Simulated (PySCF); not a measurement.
Molecule: SMILES CC(=O)c1ccco1, C₆H₆O₂.

Structure with atom numbers: `[CH3:1][C:2](=[O:3])[c:4]1[cH:5][cH:6][cH:7][o:8]1` (H(Xn): hydrogen on atom n).

Geometry PBE0-D3(BJ)/def2-SVP throughout; GIAO in PySCF, gas phase, one conformer, non-relativistic; equivalent atoms averaged; functional PBE0.

**Question.** How do the absolute shieldings σ depend on the basis set? (a selection of nuclei; ppm; last column core-seconds on shared hosts with different chips, so compare them loosely)

**Answer.** 
```tsv
basis set	functions	C2	C7	C6	C1	O3	O8	H(C7)	H(C5)	H(C1)	core-s
STO-3G	46	109.9	116.7	133.4	207.9	-272.7	161.2	25.84	26.09	30.12	5.4
pcSseg-0	84	-9.1	35.8	68.9	161.1	-380.9	25.0	25.40	25.47	30.06	7.2
6-31G	84	19.1	60.0	88.1	170.8	-280.5	52.9	25.17	25.25	30.05	10
6-31G*	124	18.9	58.6	86.4	167.7	-234.9	65.7	24.79	24.87	29.75	16
cc-pVDZ	142	15.4	56.3	84.5	169.4	-247.0	57.6	24.07	24.06	29.08	15
def2-SVP	142	11.8	54.4	82.7	167.5	-257.0	58.3	24.33	24.13	29.14	14
pcSseg-1	166	-3.8	36.0	66.4	156.1	-292.2	30.5	23.91	23.81	28.85	19
aug-cc-pVDZ	238	12.2	54.5	84.1	168.0	-224.3	57.0	23.77	23.93	28.90	33
6-311+G(2d,p)	252	-0.9	40.3	70.5	159.3	-261.6	33.5	24.02	24.07	29.10	41
def2-TZVP	284	-2.4	39.0	69.4	159.0	-268.4	31.2	24.00	24.02	29.09	43
cc-pVTZ	324	-0.1	40.8	70.8	159.9	-266.7	34.6	23.86	23.86	28.90	52
```

**Question.** Which nucleus among those listed moves most, in ppm?

**Answer.** O3 (ketone oxygen): from -380.9 ppm with pcSseg-0 to -224.3 ppm with aug-cc-pVDZ. The smallest spread is 1.27 ppm, at H(C1). Proton shifts span only some 12 ppm, so a few tenths of a ppm matter as much there as several ppm in carbon.

**Question.** Taking the largest basis, cc-pVTZ (324 functions), as the yardstick, rank the others by their worst heavy-atom deviation.

**Answer.** def2-TZVP 3.4 ppm (284 functions), 6-311+G(2d,p) 5.1 ppm (252 functions), 6-31G 19.2 ppm (84 functions), cc-pVDZ 23.0 ppm (142 functions), def2-SVP 23.7 ppm (142 functions), pcSseg-1 25.4 ppm (166 functions), 6-31G* 31.8 ppm (124 functions), aug-cc-pVDZ 42.5 ppm (238 functions), pcSseg-0 114.2 ppm (84 functions), STO-3G 126.6 ppm (46 functions).

A small basis that lands close on one nucleus may do so by chance; judge by the trend and by all nuclei.
